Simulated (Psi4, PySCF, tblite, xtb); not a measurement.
Interaction energy of O2S ··· COS (SMILES O=S=O and O=C=S). Monomers: optimised at B3LYP-D3(BJ) (def2-TZVP), held rigid. Orientation: a higher rigid-body minimum at GFN2-xTB (searched outside a hard wall at short contacts). Only R, the distance of the centres of mass, is varied, so the lowest point isn't the relaxed dimer. The shortest distances reach bonding range, where SAPT0 and rigid monomers are unreliable.

Geometry at R = 3.36 Å (first 3 atoms: monomer A):
```
6

O     -1.2386    -0.2444     0.0000
S     -0.0002     0.4877     0.0000
O      1.2388    -0.2433     0.0000
O      0.1756     0.8114     2.5227
C      0.0343    -0.2165     3.0313
S     -0.1568    -1.6061     3.7189
```

- GFN2-xTB (tblite)
- RKS-LDA (SVWN5)/6-31G* = restricted LDA (SVWN5)/6-31G*, spherical d, no counterpoise correction run with PySCF
- GFN1-xTB (xtb)
- SAPT0/jun-cc-pVDZ, frozen core (Psi4)

Interaction energies in kcal/mol; the last columns give the difference from SAPT0:

```json
[
 {"R / Å": "2.78", "GFN2-xTB": "6.90", "RKS-LDA (SVWN5)/6-31G*": "17.54", "GFN1-xTB": "-0.16", "SAPT0/jun-cc-pVDZ": "23.82", "GFN2-xTB − SAPT0/jun-cc-pVDZ": "-16.92", "RKS-LDA (SVWN5)/6-31G* − SAPT0/jun-cc-pVDZ": "-6.28", "GFN1-xTB − SAPT0/jun-cc-pVDZ": "-23.98"},
 {"R / Å": "2.95", "GFN2-xTB": "-0.30", "RKS-LDA (SVWN5)/6-31G*": "7.32", "GFN1-xTB": "-4.53", "SAPT0/jun-cc-pVDZ": "13.30", "GFN2-xTB − SAPT0/jun-cc-pVDZ": "-13.60", "RKS-LDA (SVWN5)/6-31G* − SAPT0/jun-cc-pVDZ": "-5.98", "GFN1-xTB − SAPT0/jun-cc-pVDZ": "-17.82"},
 {"R / Å": "3.12", "GFN2-xTB": "-3.77", "RKS-LDA (SVWN5)/6-31G*": "1.44", "GFN1-xTB": "-5.62", "SAPT0/jun-cc-pVDZ": "6.44", "GFN2-xTB − SAPT0/jun-cc-pVDZ": "-10.20", "RKS-LDA (SVWN5)/6-31G* − SAPT0/jun-cc-pVDZ": "-5.00", "GFN1-xTB − SAPT0/jun-cc-pVDZ": "-12.06"},
 {"R / Å": "3.36", "GFN2-xTB": "-5.06", "RKS-LDA (SVWN5)/6-31G*": "-2.29", "GFN1-xTB": "-4.86", "SAPT0/jun-cc-pVDZ": "1.11", "GFN2-xTB − SAPT0/jun-cc-pVDZ": "-6.17", "RKS-LDA (SVWN5)/6-31G* − SAPT0/jun-cc-pVDZ": "-3.40", "GFN1-xTB − SAPT0/jun-cc-pVDZ": "-5.97"},
 {"R / Å": "3.53", "GFN2-xTB": "-4.80", "RKS-LDA (SVWN5)/6-31G*": "-3.09", "GFN1-xTB": "-3.93", "SAPT0/jun-cc-pVDZ": "-0.69", "GFN2-xTB − SAPT0/jun-cc-pVDZ": "-4.11", "RKS-LDA (SVWN5)/6-31G* − SAPT0/jun-cc-pVDZ": "-2.40", "GFN1-xTB − SAPT0/jun-cc-pVDZ": "-3.24"},
 {"R / Å": "3.77", "GFN2-xTB": "-3.93", "RKS-LDA (SVWN5)/6-31G*": "-3.04", "GFN1-xTB": "-2.82", "SAPT0/jun-cc-pVDZ": "-1.71", "GFN2-xTB − SAPT0/jun-cc-pVDZ": "-2.22", "RKS-LDA (SVWN5)/6-31G* − SAPT0/jun-cc-pVDZ": "-1.33", "GFN1-xTB − SAPT0/jun-cc-pVDZ": "-1.10"},
 {"R / Å": "4.03", "GFN2-xTB": "-3.02", "RKS-LDA (SVWN5)/6-31G*": "-2.45", "GFN1-xTB": "-2.04", "SAPT0/jun-cc-pVDZ": "-1.86", "GFN2-xTB − SAPT0/jun-cc-pVDZ": "-1.16", "RKS-LDA (SVWN5)/6-31G* − SAPT0/jun-cc-pVDZ": "-0.59", "GFN1-xTB − SAPT0/jun-cc-pVDZ": "-0.19"},
 {"R / Å": "4.39", "GFN2-xTB": "-2.10", "RKS-LDA (SVWN5)/6-31G*": "-1.58", "GFN1-xTB": "-1.44", "SAPT0/jun-cc-pVDZ": "-1.53", "GFN2-xTB − SAPT0/jun-cc-pVDZ": "-0.57", "RKS-LDA (SVWN5)/6-31G* − SAPT0/jun-cc-pVDZ": "-0.05", "GFN1-xTB − SAPT0/jun-cc-pVDZ": "0.09"},
 {"R / Å": "4.87", "GFN2-xTB": "-1.36", "RKS-LDA (SVWN5)/6-31G*": "-0.76", "GFN1-xTB": "-0.98", "SAPT0/jun-cc-pVDZ": "-1.02", "GFN2-xTB − SAPT0/jun-cc-pVDZ": "-0.34", "RKS-LDA (SVWN5)/6-31G* − SAPT0/jun-cc-pVDZ": "0.26", "GFN1-xTB − SAPT0/jun-cc-pVDZ": "0.04"},
 {"R / Å": "5.55", "GFN2-xTB": "-0.75", "RKS-LDA (SVWN5)/6-31G*": "-0.24", "GFN1-xTB": "-0.58", "SAPT0/jun-cc-pVDZ": "-0.56", "GFN2-xTB − SAPT0/jun-cc-pVDZ": "-0.19", "RKS-LDA (SVWN5)/6-31G* − SAPT0/jun-cc-pVDZ": "0.32", "GFN1-xTB − SAPT0/jun-cc-pVDZ": "-0.02"},
 {"R / Å": "6.53", "GFN2-xTB": "-0.33", "RKS-LDA (SVWN5)/6-31G*": "-0.09", "GFN1-xTB": "-0.29", "SAPT0/jun-cc-pVDZ": "-0.27", "GFN2-xTB − SAPT0/jun-cc-pVDZ": "-0.07", "RKS-LDA (SVWN5)/6-31G* − SAPT0/jun-cc-pVDZ": "0.18", "GFN1-xTB − SAPT0/jun-cc-pVDZ": "-0.02"},
 {"R / Å": "7.83", "GFN2-xTB": "-0.13", "RKS-LDA (SVWN5)/6-31G*": "-0.04", "GFN1-xTB": "-0.13", "SAPT0/jun-cc-pVDZ": "-0.12", "GFN2-xTB − SAPT0/jun-cc-pVDZ": "-0.01", "RKS-LDA (SVWN5)/6-31G* − SAPT0/jun-cc-pVDZ": "0.08", "GFN1-xTB − SAPT0/jun-cc-pVDZ": "-0.01"}
]
```

GFN2-xTB is furthest from SAPT0/jun-cc-pVDZ at 2.78 (-16.92 kcal/mol, below); its mean absolute difference over the points is 4.63 kcal/mol.

RKS-LDA (SVWN5)/6-31G* is furthest from SAPT0/jun-cc-pVDZ at 2.78 (-6.28 kcal/mol, below); its mean absolute difference over the points is 2.15 kcal/mol.

GFN1-xTB is furthest from SAPT0/jun-cc-pVDZ at 2.78 (-23.98 kcal/mol, below); its mean absolute difference over the points is 5.38 kcal/mol.
